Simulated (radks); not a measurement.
Excited configurations of N+: one electron is placed in a higher orbital outside [He] 2s2 2p1. The ground configuration is [He] 2s2 2p2. All-electron calculation, non-relativistic Kohn-Sham, PBE, spin-polarised, spherical densities, point nucleus; open shells are filled with parallel spins first. Program: a radial shooting solver on a logarithmic mesh with Libxc functionals. Excitation = E - E(ground); binding = E(ion) - E, where the ion is the core of charge +2; n* = 2/sqrt(2 binding) in atomic units, and the quantum defect is n - n*.

outer orbital  excitation (eV)  binding (eV)     n*  quantum defect  eigenvalue (eV)  <r> (bohr)
4s                      24.416         5.667  3.099           0.901           -4.518       7.551
5d                      27.462         2.621  4.557           0.443           -2.081       15.00
6f                      28.374         1.709  5.644           0.356           -1.370       22.42
7s                      28.477         1.606  5.821           1.179           -1.336       27.14
7p                      28.594         1.489  6.045           0.955           -1.235       28.89
7d                      28.726         1.357  6.333           0.667           -1.119       30.85
7f                      28.804         1.279  6.522           0.478           -1.044       31.30

The Delta-SCF ionisation energy is 30.083 eV (NIST Atomic Spectra Database: 29.601 eV, semi-empirical). Self-interaction in the functional shifts the binding energies and quantum defects, so they are the method's values and not measured ones. Open shells are spherical and high-spin; term and fine-structure splittings are not resolved.
